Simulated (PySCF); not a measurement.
Ligand exchange on a metal centre used in film growth or etching (Hf Cl-NH2). All species are isolated molecules in the gas phase. One relaxed conformer stands for each flexible species; it need not be the lowest.

These are TPSSh-D3(BJ)/def2-TZVP // PBE-D3(BJ)/def2-SVP (PySCF) values and carry that method's errors. All candidates: neutral, multiplicity 1. 

```json
{
 "HOMO–LUMO gap": "5.60 eV",
 "HOMO": "-6.97 eV",
 "LUMO": "-1.36 eV"
}
```

Name which member has these values.
(A) [Hf(NH2)4]
(B) [Hf(Cl)2(NH2)2]
(C) [Hf(Cl)3(NH2)]
(D) [Hf(Cl)4]

B, [Hf(Cl)2(NH2)2]. The others give [Hf(NH2)4]: 5.79 eV, -5.89 eV, -0.09 eV; [Hf(Cl)3(NH2)]: 5.37 eV, -7.55 eV, -2.18 eV; [Hf(Cl)4]: 6.31 eV, -8.99 eV, -2.68 eV
